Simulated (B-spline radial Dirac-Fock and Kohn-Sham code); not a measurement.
Re⁶⁺: non-radiative channels of the 4p3/2 vacancy

System: rhenium as Re⁶⁺, [Xe] 4f14 5d1.

Level of theory: independent-particle rates on relativistic LDA orbitals of the hole state (multipoles up to L = 3, Coulomb Auger matrix elements, transition energies from Dirac-Fock); a radial B-spline solver. Kinetic energies are configuration averages from the vacuum level; the two-hole energies are estimated from single-hole states.

```tsv
transition	kinetic energy (eV)	width (meV)	share (%)
N3-N4N7	13.26	325	3.9
N3-N4N6	13.31	125	1.5
N3-N4O2	14.54	118	1.4
N3-N5N6	24.52	1680	20.3
N3-N4O3	27.42	405	4.9
N3-N5O2	27.81	792	9.6
N3-N5N7	28.71	1910	23.2
N3-N5O3	41.00	1090	13.2
N3-N5O4	88.67	82.4	1.0
N3-N5O5	90.20	99.5	1.2
N3-N7O1	215.1	119	1.4
N3-N6N7	249.9	208	2.5
N3-N7O2	252.7	102	1.2
N3-N7N7	252.9	87.7	1.1
N3-N6O3	263.4	382	4.6
N3-N7O3	265.8	465	5.6
```

Coster-Kronig rates are the weakest part of this model and often come out 1.5 to 2.5 times too large. Super-Coster-Kronig decay this fast strains the one-particle picture, and such widths tend to come out too large. The listed channels hold 97 % of the non-radiative rate. Summed by principal shells, of 8.25 eV in all: NNN 52.6 %, NNO 45.9 %, NOO 1.5 %.

Values without a named source are computed, but for edge energies of neutral atoms, which are taken from tables.
